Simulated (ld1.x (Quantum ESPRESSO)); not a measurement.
# What one change does to a pseudopotential (lithium (Li), ultrasoft)

```
Element                 : Li
Generator               : ld1.x (Quantum ESPRESSO) 7.5
Type                    : ultrasoft
Functional              : LDA (PZ)
Relativity              : scalar-relativistic
Frozen core             : [He]
Valence charge          : 1
Reference configuration : 2s0.5 2p0 (charge +0.5)
Partial waves           : 2s (bound): rcut 2.10, rcutus 2.85 bohr; 2s channel at 0.05 Ry: rcut 2.10, rcutus 2.85 bohr; 2p (bound, empty): rcut 3.45, rcutus 4.20 bohr; 2p channel at 0.8 Ry: rcut 3.45, rcutus 4.20 bohr; 3d channel at 0.45 Ry: rcut 3.20, rcutus 3.75 bohr; 3d channel at 1.45 Ry: rcut 3.20, rcutus 3.75 bohr
Local potential         : all-electron potential smoothed inside 4.20 bohr (lloc = -1)
Core correction         : none
Augmentation charge     : PSQ, inside the norm-conserving radii
```

Change: type TM; waves now 2p (bound): rc 4.20 bohr; 3d channel at 0.45 Ry: rc 3.75 bohr; 2s (bound): rc 2.85 bohr; local potential the s channel.

Cutoffs: the cutoffs (Ry, on a coarse ladder) from which the occupation-weighted sum of valence levels, in a spherical-Bessel basis at the reference potential, stays within 10 and 1 mRy of its value at 400 Ry; they do not see the model core or the augmentation charge, which bear on the density cutoff. Errors are all-electron minus pseudo energies relative to the spin-unpolarised reference configuration.

Q: How do hardness, ghosts and transferability respond?

A: Both files are so soft that the ladder of cutoffs tells neither apart; of the 4 tests that both files solve, the error grows in 0 and shrinks in 1 by more than 15 % and 0.3 meV (median size 9.2 → 9.3 meV); the range in which the s phases agree narrows (upper end 2.7 → 0.5); the range in which the p phases agree narrows (upper end 2.0 → 0.4); neither file shows a bound ghost. Several settings change at once here, so the effects cannot be laid on one of them.

```tsv
quantity	base	changed
cutoff, loose	6 Ry	6 Ry
cutoff, tight	6 Ry	6 Ry
bound ghosts	none	none
error for 2s1 2p0, meV [ΔE -2.04 eV]	+6.8	+7.0
error for 2s0 2p1, meV [ΔE -0.29 eV]	+3.9	+2.5
error for 2s0.5 2p0 (spin-polarised), meV [ΔE -0.09 eV]	+12	+12
error for 2s1 2p0 (spin-polarised), meV [ΔE -2.28 eV]	+29	+29
s: phases at 4.57 bohr within 0.05 rad from the reference energy up to (Ry; the scan ends near 5)	2.7	0.5
p: phases at 4.57 bohr within 0.05 rad from the reference energy up to (Ry; the scan ends near 5)	2.0	0.4
d: phases at 4.57 bohr within 0.05 rad from the reference energy up to (Ry; the scan ends near 5)	4.0	1.8
```
